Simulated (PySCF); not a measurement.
SMILES FCCCl (PBE/def2-SVP optimised geometry):

```
8

F      1.516    -0.719     0.000
C      0.136    -0.719     0.000
C     -0.416     0.690     0.000
Cl    -0.070     1.568     1.533
H     -0.229    -1.279     0.890
H     -0.227    -1.239    -0.918
H      0.029     1.279    -0.826
H     -1.516     0.664    -0.133
```

Calculation: PBE/def2-TZVP (PySCF 2.14.0).

**Question.** What are the frontier orbital energies and the dipole moment?

**Answer.** HOMO-2 -8.17 eV, HOMO-1 -7.16 eV, HOMO -7.14 eV, LUMO -0.55 eV, LUMO+1 0.45 eV; dipole moment 2.57 D.

Meta-Löwdin charges at PBE/def2-TZVP: F1 -0.30, C2 0.08, C3 -0.18, Cl4 -0.12, H5 0.12, H6 0.12, H7 0.14, H8 0.14.
